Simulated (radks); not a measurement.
Results of a calculation; reference values are marked as such.
Q: Species: Ru+. Configuration: [Kr] 4d5 5s0.5 5p1.5 (fractional occupations, a model configuration). Level of theory: scalar-relativistic Kohn-Sham, r2SCAN, spin-polarised, spherical densities, finite nucleus; open shells are filled with parallel spins first (spin-orbit coupling, left out, can overturn this in heavy ions); meta-GGA in the generalised Kohn-Sham scheme; Fermi nuclear charge, rms radius 4.4809 fm (a radial shooting solver on a logarithmic mesh with Libxc functionals). Some entries of the table are withheld. Estimate them.

| orbital | occ. | eigenvalue (eV) | r(max) (bohr) | <1/r> (bohr^-1) |
|---|---|---|---|---|
| 1s up | 1 | -22000.23 | 0.02172 | 45.87 |
| 1s down | 1 | -22000.20 | 0.02172 | 45.87 |
| 2s up | 1 | -3191.662 | 0.1228 | 10.38 |
| 2s down | 1 | -3190.518 | 0.1228 | 10.38 |
| 2p up | 3 | -2857.529 | 0.09827 | 10.05 |
| 2p down | 3 | -2856.669 | 0.09826 | 10.06 |
| 3s up | 1 | -581.9840 | 0.3609 | 3.608 |
| 3s down | 1 | -581.6236 | 0.3611 | 3.605 |
| 3p up | 3 | -471.2909 | 0.3544 | 3.429 |
| 3p down | 3 | -470.7987 | 0.3547 | 3.427 |
| 3d up | 5 | -293.8334 | 0.3016 | 3.194 |
| 3d down | 5 | -292.8846 | 0.3020 | 3.193 |
| 4s up | 1 | -97.5103 | 0.9169 | 1.340 |
| 4s down | 1 | -92.5992 | 0.9100 | 1.353 |
| 4p up | 3 | -66.5337 | 0.9822 | 1.203 |
| 4p down | 3 | -61.2312 | 0.9750 | 1.217 |
| 4d up | 5 | -22.2485 | 1.174 | 0.8989 |
| 4d down | 0 | -16.1267 | 1.160 | 0.9143 |
| 5s up | 0.5 | -15.4693 | 2.418 | 0.4684 |
| 5p up | 1.5 | (1) | 2.900 | 0.3815 |

A: 
(1) 5p up eigenvalue (eV): -9.5752
